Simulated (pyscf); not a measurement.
## `[CH3][B]([CH3])[Cl]`, singlet

Gas-phase minimum from PySCF at ωB97X-D3(BJ)/def2-SVP, one conformer. 

```xyz
10

C     -1.3713     1.2098    -0.8186
B     -0.0413     0.4851    -0.4075
C      0.3698    -0.9357    -0.9312
Cl     1.0540     1.3211     0.7122
H     -1.2974     2.3070    -0.8029
H     -1.7563     0.8705    -1.7930
H     -2.1301     0.9291    -0.0628
H      1.0844    -1.4626    -0.2829
H     -0.5053    -1.5754    -1.1285
H      0.8658    -0.7798    -1.9088
```

Bonded distances (Å): C1–B2 1.569, C1–H5 1.100, C1–H6 1.101, C1–H7 1.107, B2–C3 1.569, B2–Cl4 1.776, C3–H8 1.099, C3–H9 1.102, C3–H10 1.107. Bond angles (°): B2–C1–H5 113.6, B2–C1–H6 112.7, B2–C1–H7 106.6, H5–C1–H6 110.1, H5–C1–H7 106.8, H6–C1–H7 106.6, C1–B2–C3 123.6, C1–B2–Cl4 118.1, C3–B2–Cl4 118.4, B2–C3–H8 114.1, B2–C3–H9 112.2, B2–C3–H10 106.5, H8–C3–H9 110.1, H8–C3–H10 107.3 (the first ones only).

Properties at ωB97X-D3(BJ)/def2-SVP:

| Item | Result |
|---|---|
| Harmonic wavenumbers, unscaled | 63, 109, 297, 308, 361, 594, 690, 837, 847, 910, 1118, 1164, 1328, 1358, 1430, 1430, 1452, 1455, 3051, 3053, 3137, 3139, 3183, 3186 cm⁻¹ |
| Zero-point energy | 49.3 kcal/mol |
| Rotational symmetry number | 1 |
| Entropy of this conformer at 298 K and 1 atm, rigid rotor and harmonic oscillator, modes under 100 cm⁻¹ raised to 100 | 320.9 J/(mol K) |
| Dipole moment | 1.52 D |

Single-point totals, which compare only within one level (frozen core for MP2 and CC):

| level | total energy (hartree) |
|---|---|
| ωB97X-D3(BJ)/def2-TZVP | -565.06186 |
| PBE/def2-TZVP | -564.63285 |
| r²SCAN/def2-TZVP | -564.88360 |
| B3LYP-D3(BJ)/def2-TZVP | -565.02135 |
| PBE0-D3(BJ)/def2-TZVP | -564.70076 |
| M06-2X/def2-TZVP | -564.91328 |
| ωB97M-D3(BJ)/def2-TZVP | -565.06469 |
| HF/def2-TZVPP | -563.52561 |
| MP2/def2-TZVPP | -564.17030 |
| CCSD/def2-TZVPP | -564.22006 |
| CCSD(T)/def2-TZVPP | -564.24782 |

Soft torsions are taken as harmonic, which can shift the entropy by several J/(mol K). The CCSD(T) − MP2 part came from Ansatz, without density fitting, on the same reference.
